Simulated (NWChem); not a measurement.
System: C2H3AuClN; SMILES C[N+]#[C-]->[Au][Cl]

NWChem input:

```
start job
memory heap 200 mb stack 900 mb global 1100 mb
geometry units angstroms noautoz
  Au     0.147461     0.191712    -0.258085
  Cl     1.086198     1.422370    -1.917035
  C     -1.724057    -2.238968     3.028615
  N     -1.136389    -1.480580     2.000178
  C     -0.651252    -0.850879     1.149113
  H     -1.657095    -1.692121     3.980200
  H     -1.201255    -3.200833     3.129526
  H     -2.781886    -2.427846     2.795337
end
basis spherical
  * library def2-svp
end
ecp
  Au library def2-ecp
end
dft
  xc r2scan
  grid fine
  iterations 150
  mulliken
end
task dft gradient
```

Excerpt of the output:

```
             Northwest Computational Chemistry Package (NWChem) 7.3.0
             --------------------------------------------------------

 C1  symmetry detected

                             Geometry "geometry" -> ""
                             -------------------------

 Output coordinates in angstroms (scale by  1.889725989 to convert to a.u.)

  No.       Tag          Charge          X              Y              Z
 ---- ---------------- ---------- -------------- -------------- --------------
    1 Au                  79.0000     0.00055046     0.30667421    -0.00090179
    2 Cl                  17.0000    -0.00167874     2.57556002     0.00278351
    3 C                    6.0000    -0.00198728    -4.18922984     0.00379572
    4 N                    7.0000    -0.00018920    -2.78275655    -0.00048611
    5 C                    6.0000     0.00093394    -1.61820080    -0.00173176
    6 H                    1.0000     0.76434161    -4.56106208     0.69915202
    7 H                    1.0000     0.21549429    -4.56657568    -1.00566013
    8 H                    1.0000    -0.98713947    -4.56026555     0.32144867

 Effective nuclear repulsion energy (a.u.)     715.8864328745

                                 NWChem DFT Module
                                 -----------------

 Summary of "ao basis" -> "ao basis" (spherical)
 ------------------------------------------------------------------------------
       Tag                 Description            Shells   Functions and Types
 ---------------- ------------------------------  ------  ---------------------
 Au                         def2-svp                12       32   6s3p2d1f
 Cl                         def2-svp                 8       18   4s3p1d
 C                          def2-svp                 6       14   3s2p1d
 N                          def2-svp                 6       14   3s2p1d
 H                          def2-svp                 3        5   2s1p

            General Information
            -------------------
          SCF calculation type: DFT
          Wavefunction type:  closed shell.
          No. of atoms     :     8
          No. of electrons :    58
           Alpha electrons :    29
            Beta electrons :    29
          Charge           :     0
          Spin multiplicity:     1
          Use of symmetry is: off; symmetry adaption is: off
          Maximum number of iterations: 150
          AO basis - number of functions:   107
                     number of shells:    47
          Convergence on energy requested:  1.00D-06
          Convergence on density requested:  1.00D-05
          Convergence on gradient requested:  5.00D-04

              XC Information
              --------------
                      r^2SCAN Method XC Functional
               r^2SCAN metaGGA Exchange Functional  1.000
                     r^2SCAN Correlation Potential  1.000

             Grid Information
             ----------------
          Grid used for XC integration:  fine
          Radial quadrature: Mura-Knowles
          Angular quadrature: Lebedev.
          Tag              B.-S. Rad. Rad. Pts. Rad. Cut. Ang. Pts.
          ---              ---------- --------- --------- ---------
          Au                  1.35      141          12.0       974
          Cl                  1.00      123          15.0       770
          C                   0.70       70          14.0       590
          N                   0.65       70          12.0       590
          H                   0.35       60          14.0       590
          Grid pruning is: on
          Number of quadrature shells:   654
          Spatial weights used:  Erf1

      Superposition of Atomic Density Guess
      -------------------------------------

 Sum of atomic energies:        -742.75925151

      Non-variational initial energy
      ------------------------------

 Total energy =    -726.951307
 1-e energy   =   -1536.707608
 2-e energy   =     564.183569
 HOMO         =      -0.377388
 LUMO         =       0.012247

     ---------------------------------------------
      Total Density - Mulliken Population Analysis
     ---------------------------------------------

    Atom       Charge   Shell Charges
 -----------   ------   -------------------------------------------------------
    1 Au  19    18.92   0.07 -0.47  1.81  0.62  0.74  0.31  5.59  0.47  0.07  8.63  1.08  0.01
    2 Cl  17    17.56   2.00  1.99  1.23  0.72  5.94  2.19  3.47  0.01
    3 C    6     5.95   1.99  0.92  0.18  1.92  0.90  0.04
    4 N    7     7.12   1.99  1.02  0.40  2.35  1.32  0.03
    5 C    6     5.77   1.99  0.99  0.42  1.56  0.75  0.06
    6 H    1     0.89   0.67  0.20  0.02
    7 H    1     0.89   0.67  0.20  0.02
    8 H    1     0.89   0.67  0.20  0.02

   convergence    iter        energy       DeltaE   RMS-Dens  Diis-err
 ---------------- ----- ----------------- --------- --------- ---------
 d= 0,ls=0.0,diis     1   -728.3586025971 -9.74D+02  2.76D-02  6.52D-01
 d= 0,ls=0.0,diis     2   -726.7747834540  1.58D+00  2.28D-02  1.21D+01
 d= 0,ls=0.0,diis     3   -728.4461844541 -1.67D+00  3.67D-03  1.11D-01
 d= 0,ls=0.0,diis     4   -728.4422261413  3.96D-03  2.21D-03  1.46D-01
 d= 0,ls=0.0,diis     5   -728.4572425978 -1.50D-02  7.96D-04  1.40D-02
  Resetting Diis
 d= 0,ls=0.0,diis     6   -728.4586450414 -1.40D-03  4.04D-04  1.36D-03
 d= 0,ls=0.0,diis     7   -728.4588014091 -1.56D-04  3.49D-04  1.88D-04
 d= 0,ls=0.0,diis     8   -728.4587210642  8.03D-05  2.37D-04  8.49D-04
 d= 0,ls=0.0,diis     9   -728.4588209848 -9.99D-05  3.89D-05  2.92D-05
 d= 0,ls=0.0,diis    10   -728.4588248285 -3.84D-06  6.71D-06  1.38D-06
 d= 0,ls=0.0,diis    11   -728.4588249681 -1.40D-07  2.39D-06  1.03D-07

         Total DFT energy =     -728.458824968085
      One electron energy =    -1540.432858820442
           Coulomb energy =      626.218182640414
    Exchange-Corr. energy =      -59.816879780353
 Nuclear repulsion energy =      245.572730992296

 Numeric. integr. density =       58.000000536650

                       DFT Final Molecular Orbital Analysis
                       ------------------------------------

 Vector   27  Occ=2.000000D+00  E=-2.591253D-01
              MO Center=  5.5D-05,  7.5D-01, -8.1D-05, r^2= 2.4D+00
   Bfn.  Coefficient  Atom+Function         Bfn.  Coefficient  Atom+Function
  ----- ------------  ---------------      ----- ------------  ---------------
     5      0.561198  1 Au s                 20      0.492429  1 Au d  2
     3     -0.407198  1 Au s                 18      0.284305  1 Au d  0
    44     -0.276854  2 Cl py                 2      0.259130  1 Au s
    41     -0.199217  2 Cl py                 6      0.193151  1 Au s
    38     -0.118488  2 Cl py                 4     -0.112197  1 Au s

 Vector   28  Occ=2.000000D+00  E=-2.257253D-01
              MO Center= -3.0D-03,  2.0D+00,  1.0D-03, r^2= 2.8D+00
   Bfn.  Coefficient  Atom+Function         Bfn.  Coefficient  Atom+Function
  ----- ------------  ---------------      ----- ------------  ---------------
    43      0.462668  2 Cl px                45     -0.389754  2 Cl pz
    40      0.330128  2 Cl px                42     -0.278101  2 Cl pz
    16     -0.259117  1 Au d -2              17      0.218280  1 Au d -1
    37      0.193664  2 Cl px                39     -0.163143  2 Cl pz
    68      0.085922  4 N  px                71     -0.082997  4 N  px

 Vector   29  Occ=2.000000D+00  E=-2.257250D-01
              MO Center=  5.4D-04,  2.0D+00,  3.0D-03, r^2= 2.8D+00
   Bfn.  Coefficient  Atom+Function         Bfn.  Coefficient  Atom+Function
  ----- ------------  ---------------      ----- ------------  ---------------
    45      0.462669  2 Cl pz                43      0.389755  2 Cl px
    42      0.330128  2 Cl pz                40      0.278102  2 Cl px
    17     -0.259120  1 Au d -1              16     -0.218286  1 Au d -2
    39      0.193664  2 Cl pz                37      0.163144  2 Cl px
    70      0.085922  4 N  pz                73     -0.082995  4 N  pz

 Vector   30  Occ=0.000000D+00  E=-6.436419D-02
              MO Center= -3.9D-02, -1.6D+00,  6.1D-03, r^2= 4.0D+00
   Bfn.  Coefficient  Atom+Function         Bfn.  Coefficient  Atom+Function
  ----- ------------  ---------------      ----- ------------  ---------------
    85      0.457259  5 C  px                82      0.420793  5 C  px
    71     -0.392728  4 N  px                68      0.343159  4 N  px
   104     -0.273791  8 H  s                 16      0.266953  1 Au d -2
    13      0.257267  1 Au px                87     -0.183676  5 C  pz
    84     -0.169039  5 C  pz                73      0.157737  4 N  pz

[...]

                         DFT ENERGY GRADIENTS

    atom               coordinates                        gradient
                 x          y          z           x          y          z
   1 Au      0.001040   0.579530  -0.001704    0.000009   0.005587  -0.000015
   2 Cl     -0.003172   4.867103   0.005260   -0.000012  -0.000124   0.000018
   3 C      -0.003755  -7.916497   0.007173    0.000010   0.000950  -0.000084
   4 N      -0.000358  -5.258647  -0.000919    0.000009   0.013654   0.000011
   5 C       0.001765  -3.057956  -0.003273    0.000004  -0.020972   0.000015
   6 H       1.444396  -8.619158   1.321206   -0.000227   0.000334  -0.000270
   7 H       0.407225  -8.629577  -1.900422   -0.000105   0.000270   0.000476
   8 H      -1.865423  -8.617652   0.607450    0.000312   0.000302  -0.000152
```

Level: r2SCAN/def2-SVP with def2 effective core potentials on Au. Coordinates come from a PBE0/def2-SVP optimisation. No frequency run checked for a minimum. def2 effective core potentials on Au; no spin-orbit coupling.
